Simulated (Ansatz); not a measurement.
Reaction (homolysis of the Cl–Si bond): `O=C=N[SiH2]Cl` → Cl• + `O=C=N[SiH2]`•

Gas-phase electronic energies from Ansatz, PBE0-D4/def2-TZVP geometries. CCSD(T)/CBS is the MP2 limit (def2-TZVPP, def2-QZVPP) plus CCSD(T) − MP2 in def2-TZVPP, frozen cores. This one scheme is used for every species, atoms too. DFT in def2-TZVPP. No spin–orbit coupling; open shells (•) take unrestricted orbitals. Spin–orbit coupling would lower the free atoms: a little for Cl. One conformer a species, not always the lowest.

**Question.** What is ΔE at CCSD(T)/CBS? (Best estimate.)

**Answer.** Ansatz gave: +481.5 kJ/mol.

**Question.** What do these levels give: PBE-D4, r2SCANh-D4, B2PLYP, PBE, BLYP, r2SCANh? (An estimate is asked.)

**Answer.** The calculation gave: PBE-D4 465.1, r2SCANh-D4 462.8, B2PLYP 460.2, PBE 459.6, BLYP 435.7, r2SCANh 461.3 kJ/mol.

Largest T1 diagnostic among the species: 0.018.

From BLYP to BHLYP (50 % exact exchange), in def2-TZVPP and without D4, ΔE moves by +9.9 kJ/mol. In def2-TZVPP, CCSD(T) changes the Hartree–Fock value by +99.8 kJ/mol (the triples alone add +9.2 kJ/mol) and MP2 by +122.4 kJ/mol; breaking electron pairs costs correlation energy, which Hartree–Fock lacks.
